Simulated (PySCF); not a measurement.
A side-by-side comparison of computed properties.

First species: C8H13PS.
InChI=1S/C8H13PS/c1-3-4-9(2)5-7-10-8-6-9/h1H,2,4-8H2

Second species: C₈H₁₃PS.
SMILES: `CC(C)(C)Pc1ccsc1`

Levels: PBE0/pcSseg-1 for HOMO energy, LUMO energy and HOMO–LUMO gap. Geometries: GFN2-xTB. Each species is one conformer at its optimised geometry, gas phase, non-relativistic unless stated. Electronic properties by PySCF.

The conformers computed, where there is a choice (atom-mapped SMILES and torsion angles):
- `[CH3:1][C:2]([CH3:3])([CH3:4])[PH:5][c:6]1[cH:7][cH:8][s:9][cH:10]1`: C1–C2–P5–C6 -70°, C2–P5–C6–C7 89°

The conformers of `C#CCP1(=C)CCSCC1` aren't listed.

```json
{"property": "HOMO energy", "column X": "-5.58 eV", "column Y": "-6.54 eV"}
{"property": "LUMO energy", "column X": "0.65 eV", "column Y": "-0.61 eV"}
{"property": "HOMO–LUMO gap", "column X": "6.23 eV", "column Y": "5.93 eV"}
```

**Question.** Which column belongs to which species?

**Answer.** Column X is the first species and column Y the second. The first has 23 atoms and 92 electrons, the second 23 and 92.

**Question.** How does each property change from the first species to the second?

**Answer.** HOMO energy -0.96 eV; LUMO energy -1.26 eV; HOMO–LUMO gap -0.30 eV.

